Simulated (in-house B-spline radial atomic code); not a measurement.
Re. Computed with a B-spline radial atomic code. Model: non-relativistic spherical atom: semilocal Troullier-Martins pseudo-atom, one channel per l, against all electrons, high spin, G0W0 and RPA with empty states to l = 8, local potential for every l without a channel, a model core (radius 0 = none) keeps its share of the functional.

The core holds an angular momentum without a channel of its own, so the local potential lets valence electrons into it.

Without relativity these are model numbers for so heavy an element.

What the tables leave out is listed at the end.

The pseudopotential gives back the lowest level of each angular momentum of its own functional in the configuration it was made in; a second state of the same l is only approximately right. Exact exchange, RPA and GW see the smooth pseudo-orbitals and miss the exchange with the core, for which the functional's share stands in. The column with an uncorrelated core keeps all orbitals and exact exchange, and so separates missing core correlation from pseudisation. Only the three outermost levels and the lowest empty one were computed. RPA here is direct RPA, with no exchange kernel, and its energies carry an (l + 1/2)⁻⁴ tail. A hybrid on a potential with a model core restores only its own semilocal share of the core's exchange.

Command:
```bash
python run_psgw.py task.json out
```
Settings (lengths in bohr, energies in hartree):
```
Z                      75
electrons              75
configuration          [Xe] 4f14 5d5 6s2
generated_in           [Xe] 4f14 5d5 6s2
functional             lda,vwn
core_shells            11
radius_factor          0.8
core_correction        True
ion_configuration      [Xe] 4f14 5d5 6s1
```

Cost of the run: 110 s on 1 thread of Arm Neoverse N1, on a shared host.

Given: made with LDA VWN5; model core radius 0.928 bohr; local radius 1.082 bohr; mean-field start PBE0.

Valence shells of the generating configuration: 5p, 5d, 6s.

Channel: s 2.275, p 0.872, d 1.11 (radii in bohr).

Computed: largest level miss in the spin-unpolarised generating configuration 0.001 eV; valence RPA correlation energy all-electron orbitals -0.59287 hartree; valence RPA correlation energy pseudo -0.79667 hartree; all-electron RPA polarisability, core included 61.673 bohr³; pseudo-atom RPA polarisability 57.495 bohr³; ionisation by mean-field pseudo minus all 0.083 eV; ionisation by RPA all-electron 6.9973 eV.

| level | occupied | mean-field all-electron (eV) | mean-field pseudo minus all (eV) | G0W0 all-electron (eV) | G0W0 uncorrelated core minus all (eV) | G0W0 pseudo minus all (eV) | exchange self-energy all-electron (eV) | exchange self-energy pseudo (eV) |
| --- | --- | --- | --- | --- | --- | --- | --- | --- |
| 6s down | 1 | -4.6638 | -0.047 | -6.9006 | 0.047 | -0.306 | -8.0274 | -7.8922 |
| 6s up | 1 | -5.9815 | -0.417 | -8.2811 | 0.055 | -0.856 | -10.999 | -12.2 |

Question: What is the ionisation by RPA pseudo minus all?

Answer: 0.253 eV.

Question: What is the ionisation by mean-field all-electron?

Answer: 6.4687 eV.

Among the listed levels the largest G0W0 shift of the pseudo-atom is -0.86 eV, for 6s up on the PBE0 start, while leaving the core uncorrelated moves that level by +0.06 eV. So pseudisation and the lost core exchange, not the missing core correlation, make the error. Not in the tables (levels of low weight, unsolved or above zero; the highest and the empty levels are kept at any weight): the LDA start was refused, since an empty level lay at or below an occupied one; on PBE0 the G0W0 levels 5d up (pseudo minus all +0.34 eV, weights 0.58 and 0.61), 5d down (pseudo minus all -0.37 eV, weights 0.46 and 0.55); no Hartree-Fock pseudo-atom is run with a model core.
